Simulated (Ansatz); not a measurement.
Process, species as SMILES: N#C[O] → C atom + N atom + O atom
B3LYP-D3(BJ)/def2-TZVP geometries, fixed; electronic energies without zero-point terms.

Basis-set convergence of the atomisation energy at CCSD(T) with Ansatz (a quantum-chemistry and plane-wave program). Cartesian d functions, on some or all atoms, in 6-31G**; all else is spherical. Cores are frozen. Open shells are unrestricted. No added dispersion term, no relativity. Functions are those of the species that has most. Reference: Hartree-Fock in cc-pVQZ plus the correlation part extrapolated as X^-3 from cc-pVTZ and cc-pVQZ, 315.02 kcal/mol, itself unsure by roughly 2.05 kcal/mol (a third of the extrapolation step and of the last Hartree-Fock step). Deviations are taken from unrounded values.

```csv
basis,functions,atomisation energy (kcal/mol),minus reference (kcal/mol)
pcseg-0,27,232.27,-82.75
cc-pVDZ,42,281.00,-34.02
def2-SVP,42,294.96,-20.06
pcseg-1,42,285.59,-29.43
6-31G**,45,286.17,-28.85
6-311G**,54,288.34,-26.68
def2-SVPD,63,295.93,-19.09
6-311+G**,66,287.91,-27.11
"6-311++G(2d,2p)",81,289.76,-25.26
pcseg-2,90,304.01,-11.01
def2-TZVPP,93,302.70,-12.32
"6-311++G(3df,3pd)",117,306.97,-8.05
jun-cc-pV(T+d)Z,117,302.39,-12.63
aug-cc-pVTZ,138,303.95,-11.07
cc-pVQZ,165,309.98,-5.04
def2-QZVPP,171,309.83,-5.19
pcseg-3,180,311.30,-3.72
def2-QZVPPD,192,309.91,-5.11
```
